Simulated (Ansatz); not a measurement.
Basis sets compared for Na₃Cl₃⁺ (the lowest doublet isomer of a short search). Total charge 1; doublet. Geometry B3LYP-D4/def2-SVP. Ansatz on 4 threads of Intel Xeon on a shared host; times are rough, and most runs start from earlier orbitals.

```
atom   x (Å)   y (Å)   z (Å)
 Na1  -0.248   1.095   1.507
 Na2   0.793  -2.212   0.395
 Na3  -1.557   0.248  -1.783
 Cl4   2.045   0.126   0.436
 Cl5   0.470   1.775  -1.014
 Cl6  -1.503  -1.032   0.459
```

In the doublet, Cl4 and Cl5 lie 2.70 Å apart (atoms count from 1), so these atoms are partly bonded to each other. The structure comes from a short search, and lower isomers may exist.

```tsv
level	functions	energy (Eh)	HOMO (eV)	LUMO (eV)	wall time
PBE-D4/def2-SVP	99	-1866.0080	-10.17	-9.15	4.9 s
PBE0-D4/def2-SVP	99	-1866.1696	-11.64	-8.28	6.5 s
```

Task: Estimate the rows for PBE-D4/def2-TZVP (with forces), PBE0-D4/def2-TZVP.

Result: 
| level | functions | energy (Eh) | HOMO (eV) | LUMO (eV) | wall time |
| --- | --- | --- | --- | --- | --- |
| PBE-D4/def2-TZVP (with forces) | 207 | -1866.6502 | -10.31 | -9.27 | 12 s |
| PBE0-D4/def2-TZVP | 207 | -1866.8027 | -11.76 | -8.36 | 23 s |
